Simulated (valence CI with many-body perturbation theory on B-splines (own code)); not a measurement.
# Se28+ in brief

Calculated by relativistic CI+MBPT: four valence electrons over a frozen Dirac-Fock core [He], a basis of 9 s, 9 p, 8 d, 6 f, 3 g, 1 h functions for each j, with the one-electron correlation potential Σ1, the two-electron term Σ2, the three-electron term Σ3, Breit, model QED; selected CI, second order for the rest, scaled by the run's own slope (own B-spline code, finite nucleus).

No measured spectrum was set against this ion. As an estimate, large intervals hold to a few tenths of a per cent, small ones and those within an open d or f shell to about a per cent. Among the levels kept, up to 520 cm⁻¹ of a level comes from second order outside the variational space, and about a tenth of that is noise between levels of different J, which matters for small intervals.

Levels are named by their leading jj configuration (3d3/2^4 stands for four electrons in 3d with j = 3/2), which in mixed levels can hold well under half, so a name can repeat and another be missing.

Rates and lifetimes use the calculated energies. Strong lines usually hold to 10 to 20 %, long lifetimes can be off by a factor of two.

What is the ground level?

(2s^2 2p1/2^2) J=0, composition 80 % 2s²2p² ³P + 19 % 2s²2p² ¹S.

Where does the other parity begin?

At (2s 2p1/2^2 2p3/2) J=2, 996.98 × 10³ cm⁻¹.

Name the longest-lived excited levels whose lifetime is computed, and their main decay.

(2s^2 2p1/2 2p3/2) J=2 at 373.86 × 10³ cm⁻¹ lives 319 μs, mostly by M1 to (2s^2 2p1/2 2p3/2) J=1; (2s^2 2p1/2 2p3/2) J=1 at 298.61 × 10³ cm⁻¹ lives 2.59 μs, mostly by M1 to (2s^2 2p1/2^2) J=0; (2s^2 2p3/2^2) J=2 at 729.25 × 10³ cm⁻¹ lives 1.04 μs, mostly by M1 to (2s^2 2p1/2 2p3/2) J=1.

Among levels below 15536 × 10³ cm⁻¹, which E1 lines absorb most strongly from the ground level?

to (2s^2 2p1/2 3d3/2) J=1 at 0.6673 nm, f = 1.35; to (2s 2p1/2^2 3p3/2) J=1 at 0.6517 nm, f = 0.336; to (2s 2p1/2^2 2p3/2) J=1 at 7.447 nm, f = 0.108.

What are the static dipole polarisabilities of the lowest levels?

(2s^2 2p1/2^2) J=0 0.00377; (2s^2 2p1/2 2p3/2) J=1 0.00425 (tensor 0.00022); (2s^2 2p1/2 2p3/2) J=2 0.00403 (tensor 0.00037) bohr³, of which the core gives 6.59e-06.
